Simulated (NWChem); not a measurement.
A series in which one site is exchanged, each optimised at PBE0/def2-SVP with NWChem, gas phase unless a solvent is named. Some are not confirmed as minima by frequencies. def2 effective core potentials on In, I; no spin-orbit coupling.

A: [Cl][InH2] (InH₂Cl; site = Cl)
B: [InH2][I] (InH₂I; site = I)
C: [F][InH2] (InH$_{2}$F; site = F)
D: [InH3] (InH3; site = H)

```json
[
 {"quantity": "dipole (D), PBE0/def2-SVP", "A": "2.80", "B": "2.45", "C": "2.94", "D": "…"},
 {"quantity": "orbital gap (eV), PBE0/def2-SVP", "A": "6.11", "B": "5.13", "C": "6.81", "D": "…"},
 {"quantity": "static polarisability, B3LYP/def2-SVPD (bohr³)", "A": "53.1", "B": "78.0", "C": "36.8", "D": "…"},
 {"quantity": "lowest singlet excitation, B3LYP/def2-SVPD, TDA (eV)", "A": "4.64", "B": "3.73", "C": "5.27", "D": "…"}
]
```

Q: Complete the blanks.

A: 
- dipole (D), PBE0/def2-SVP, D: 0.00
- orbital gap (eV), PBE0/def2-SVP, D: 6.26
- static polarisability, B3LYP/def2-SVPD (bohr³), D: 42.0
- lowest singlet excitation, B3LYP/def2-SVPD, TDA (eV), D: 4.72
